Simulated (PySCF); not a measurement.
## A survey of 31P NMR shifts

- shielding tensors at PBE0/pcSseg-1 (GIAO)
- coordinates at the GFN2-xTB level
- code: PySCF 2.14
- one computed conformer, relativity neglected, no solvent model, fast rotation and ring inversion assumed for equivalent nuclei

Shieldings were converted by a linear fit to measured shifts: 31P (scatter 18.1 ppm rms vs H3PO4, solution or neat liquid). A few per cent of atoms miss by over 2 rms, more outside the fitted compound classes.

(1) Give the 31P shifts of `C=C[P@@](=O)(CC)CP`, `CP1CC[PH](=O)CC1`, `PCP1CCOCC1`.

(2) Order these by 31P shift, lowest first.
A. C=C[P@@](C)(=S)C(C)C
B. C[C@@H]1CCC[P@H](=S)C1
C. CCP1CCSCC1

## Answers

(1) 
```
                                                   compound                                               environment  δ (ppm)
[CH2:1]=[CH:2][P@@:3](=[O:4])([CH2:5][CH3:6])[CH2:7][PH2:8]                           P3: phosphorus bonded to 3 C, O     13.3
[CH2:1]=[CH:2][P@@:3](=[O:4])([CH2:5][CH3:6])[CH2:7][PH2:8]                           P8: phosphorus bonded to C, 2 H   -166.1
   [CH3:1][P:2]1[CH2:3][CH2:4][PH:5](=[O:6])[CH2:7][CH2:8]1  P5: phosphorus bonded to 2 C, O, H, in a 6-membered ring      7.5
   [CH3:1][P:2]1[CH2:3][CH2:4][PH:5](=[O:6])[CH2:7][CH2:8]1        P2: phosphorus bonded to 3 C, in a 6-membered ring    -46.5
     [PH2:1][CH2:2][P:3]1[CH2:4][CH2:5][O:6][CH2:7][CH2:8]1        P3: phosphorus bonded to 3 C, in a 6-membered ring    -42.5
     [PH2:1][CH2:2][P:3]1[CH2:4][CH2:5][O:6][CH2:7][CH2:8]1                           P1: phosphorus bonded to C, 2 H   -146.1
```

(2) C (-39.0 ppm, phosphorus bonded to 3 C, in a 6-membered ring), B (3.5 ppm, phosphorus bonded to 2 C, S, H, in a 6-membered ring), A (34.4 ppm, phosphorus bonded to 3 C, S).
